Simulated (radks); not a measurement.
The mean radii <r> (bohr) of the occupied orbitals of an atom or ion are listed with their occupations. All-electron calculation, non-relativistic Kohn-Sham, TPSS, spin-polarised, spherical densities, point nucleus; meta-GGA in the generalised Kohn-Sham scheme. Program: a radial shooting solver on a logarithmic mesh with Libxc functionals.

orbital  occ.      <r>
1s up       1  0.04366
1s down     1  0.04366
2s up       1   0.1935
2s down     1   0.1935
2p up       3   0.1671
2p down     3   0.1671
3s up       1   0.5619
3s down     1   0.5618
3p up       3   0.5687
3p down     3   0.5685
3d up       5   0.5889
3d down     5   0.5872
4s up       1    1.665
4s down     1    1.666
4p up       3    1.951
4p down     1    1.984

Name the element and its charge. Open shells, if any, are filled with parallel spins first.

Answer. Z = 35, bromine, charge +1: Br+ in [Ar] 3d10 4s2 4p4. The 1s radius gives Z: for a bare nucleus <r> = 1.5/Z, 0.04286 bohr for Z = 35, and screening makes it slightly larger (0.04366 here). The occupations add up to 34, and the charge is Z minus that.
